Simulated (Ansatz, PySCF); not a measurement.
C2H6BeIN, SMILES C[N](C)[Be][I].

Geometry optimised at PBE0-D3(BJ)/def2-SVP. The structure was generated by enumeration; whether it is a known compound was not checked. The def2 effective core potentials stand for the cores of I; spin–orbit coupling is left out. The values are those of a single conformer.

Vertical ionisation energy (IE) and electron affinity (EA) in eV. Rows of orbital energies are one-electron estimates. Where ΔSCF, EOM or ADC give a negative EA the extra electron is unbound and the value depends on the basis.

```json
[
 {"level": "−ε(HOMO), −ε(LUMO), ωB97X/def2-TZVP (PySCF)", "IE": "8.82", "EA": "-1.38"},
 {"level": "−ε(HOMO), −ε(LUMO), PBE/def2-TZVP (PySCF)", "IE": "5.27", "EA": "0.98"},
 {"level": "ΔSCF, CAM-B3LYP/def2-SVPD (Ansatz), final states of multiplicity 2 and 2", "IE": "8.55", "EA": "-1.09"},
 {"level": "ΔSCF, PBE/def2-SVPD (Ansatz), final states of multiplicity 2 and 2", "IE": "8.14", "EA": "-0.80"}
]
```

### Question
What vertical singlet–triplet gap does ΔSCF give with CAM-B3LYP/def2-SVPD (Ansatz, a first-principles code) and with PBE/def2-SVPD (Ansatz)? (An estimate is asked for; the answer gives what the named calculation found.)

### Answer
4.91 and 4.35 eV (triplet above singlet where positive).
